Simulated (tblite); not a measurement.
Problem. Give a GFN2-xTB geometry of `F[C@@H](C[SiH3])[Si@@H](F)S[SiH3]`.

Solution. 
```xyz
18
C2H10F2SSi3 angstrom
F      0.3462    0.8736    1.1908
C     -0.3713   -0.3186    1.0306
C     -1.3189   -0.1828   -0.1505
Si    -2.4398    1.3552   -0.0200
Si     0.8915   -1.7481    0.8518
F      0.0025   -3.0845    0.7422
S      2.0036   -1.5818   -0.9459
Si     2.6309    0.4995   -0.9661
H     -0.9467   -0.4205    1.9575
H     -1.9180   -1.0927   -0.1939
H     -0.7394   -0.1446   -1.0753
H     -3.3226    1.3621   -1.1872
H     -1.6165    2.5619    0.0064
H     -3.2199    1.2434    1.2154
H      1.7192   -1.9215    2.0281
H      1.4874    1.3231   -1.3290
H      3.6412    0.4718   -2.0115
H      3.1618    0.8109    0.3517
```

Orientation and origin are arbitrary. Atoms count from 1 in this order. Si4 (SiH3 silicon) is tetrahedral (angles from 107.7° to 110.6°). The 2 S–Si bonds span 2.120 Å (Si5–S7, drawn single) to 2.174 Å (S7–Si8, drawn single), a spread of 0.054 Å. Of the pairs four or more bonds apart, F1···Si8 is among the closest relative to their van der Waals radii: 3.16 Å, 89 % of the sum of Bondi's values. Si5 (fluorine-bound silicon) is distorted tetrahedral (angles from 105.2° to 113.5°).

Bonds between heavy atoms (Å): F1–C2 1.401, C2–C3 1.520, C3–Si4 1.908, C2–Si5 1.916, Si5–F6 1.609, Si5–S7 2.120, S7–Si8 2.174.

Computed geometry: GFN2-xTB, gas phase.

Point group: C1 (no symmetry element, even within 0.4 Å). Its GFN2-xTB frequencies are all real (lowest 31 cm⁻¹). One conformer, not necessarily the lowest (F1–C2–C3–Si4 -53°, F1–C2–Si5–F6 177°, C2–Si5–S7–Si8 48°). 3 starts were optimised and ended at 0.00, 0.94 and 2.68 kcal/mol (GFN2-xTB); the lowest of these is shown.
